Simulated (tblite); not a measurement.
C4H6BClO.
SMILES with atom numbers: `[CH3:1][C:2]1=[CH:3][CH2:4][O:5][B:6]1[Cl:7]` (hydrogens: H8, H9, H10 on C1; H11 on C3; H12, H13 on C4)

Computed with GFN2-xTB (tblite), gas phase: L-BFGS steps from a force-field or distance-geometry start until the largest atomic force falls under 0.01 eV/Å.

Step 19: E = -585.8015 eV
```
atom  x, y, z in Å  |  force x, y, z in eV/Å
C1      1.9576    0.0586    0.1228   -0.116   0.004   0.004
C2      0.4641    0.0776    0.0273   -0.024  -0.002  -0.039
C3     -0.3600   -0.9766    0.1130   -0.004   0.012   0.016
C4     -1.7928   -0.5697   -0.0436    0.034  -0.049   0.015
O5     -1.7856    0.8243   -0.2665    0.033  -0.058   0.030
B6     -0.5120    1.2869   -0.2259   -0.004  -0.090   0.022
Cl7    -0.2069    2.9499   -0.4453    0.096   0.129  -0.020
H8      2.3678    0.7845   -0.5798    0.039  -0.118   0.069
H9      2.3577   -0.9351   -0.0825   -0.056   0.109  -0.022
H10     2.2740    0.3492    1.1267   -0.063   0.025  -0.072
H11    -0.1082   -2.0118    0.2709    0.041   0.033  -0.001
H12    -2.3831   -0.7703    0.8584    0.010  -0.036  -0.028
H13    -2.2769   -1.0668   -0.8929    0.014   0.041   0.027
```

Step 20: E = -585.8043 eV
```
atom  x, y, z in Å  |  force x, y, z in eV/Å
C1      1.9526    0.0599    0.1217   -0.051   0.005   0.007
C2      0.4611    0.0821    0.0246    0.003  -0.070  -0.013
C3     -0.3582   -0.9757    0.1106   -0.048   0.005   0.044
C4     -1.7932   -0.5722   -0.0417    0.034  -0.031   0.011
O5     -1.7882    0.8238   -0.2590    0.042  -0.041   0.020
B6     -0.5142    1.2886   -0.2214   -0.039  -0.077  -0.014
Cl7    -0.1951    2.9481   -0.4507    0.060   0.123  -0.010
H8      2.3714    0.7821   -0.5789    0.023  -0.096   0.044
H9      2.3500   -0.9347   -0.0811   -0.047   0.085  -0.026
H10     2.2690    0.3502    1.1250   -0.061   0.030  -0.043
H11    -0.0999   -2.0098    0.2696    0.026   0.052  -0.014
H12    -2.3863   -0.7748    0.8598    0.045  -0.047  -0.070
H13    -2.2734   -1.0671   -0.8959    0.014   0.062   0.065
```

Step 21: E = -585.8062 eV
```
atom  x, y, z in Å  |  force x, y, z in eV/Å
C1      1.9477    0.0610    0.1210    0.008   0.003   0.005
C2      0.4586    0.0844    0.0215    0.013  -0.080   0.006
C3     -0.3576   -0.9751    0.1097   -0.055  -0.008   0.053
C4     -1.7928   -0.5745   -0.0398    0.024  -0.007   0.004
O5     -1.7896    0.8225   -0.2543    0.032  -0.007   0.012
B6     -0.5161    1.2889   -0.2200   -0.041  -0.024  -0.035
Cl7    -0.1849    2.9486   -0.4529    0.021   0.072  -0.001
H8      2.3745    0.7785   -0.5773    0.014  -0.048   0.004
H9      2.3436   -0.9328   -0.0807   -0.030   0.027  -0.025
H10     2.2638    0.3516    1.1230   -0.058   0.035  -0.001
H11    -0.0931   -2.0071    0.2688    0.014   0.035  -0.014
H12    -2.3878   -0.7786    0.8601    0.055  -0.052  -0.074
H13    -2.2707   -1.0668   -0.8966    0.003   0.056   0.064
```

Q: Estimate the geometry and energy of step 22. (The exact step hangs on the optimiser's Hessian estimate; all steps are aligned on step 21, rigid shifts and turns removed.)

A: E = -585.8072 eV, largest force 0.081 eV/Å
```
atom  x, y, z in Å  |  force x, y, z in eV/Å
C1      1.9451    0.0614    0.1210    0.028  -0.002   0.001
C2      0.4573    0.0843    0.0197    0.009  -0.041   0.009
C3     -0.3581   -0.9749    0.1104   -0.026  -0.013   0.043
C4     -1.7922   -0.5756   -0.0385    0.014   0.012  -0.002
O5     -1.7900    0.8216   -0.2520    0.015   0.018   0.008
B6     -0.5172    1.2886   -0.2211   -0.014   0.019  -0.031
Cl7    -0.1792    2.9506   -0.4534   -0.006   0.013   0.004
H8      2.3761    0.7755   -0.5764    0.010  -0.009  -0.023
H9      2.3400   -0.9313   -0.0811   -0.011  -0.019  -0.016
H10     2.2602    0.3531    1.1223   -0.053   0.033   0.023
H11    -0.0894   -2.0052    0.2680    0.006   0.003  -0.004
H12    -2.3877   -0.7820    0.8595    0.042  -0.050  -0.048
H13    -2.2692   -1.0656   -0.8957   -0.012   0.035   0.036
```

The energy changes by -0.0010 eV. The first-order estimate −F·Δx gives -0.0015 eV and the mean of the old and new forces, exact on a quadratic surface, -0.0010 eV. The step makes an angle of 56° with the force vector and moves no atom by more than 0.006 Å.

The cost below is that of the whole relaxation. The run took 0.61 s wall on one thread of an Arm Neoverse N1, shared host with 64 logical CPUs at a one-minute load of 54.
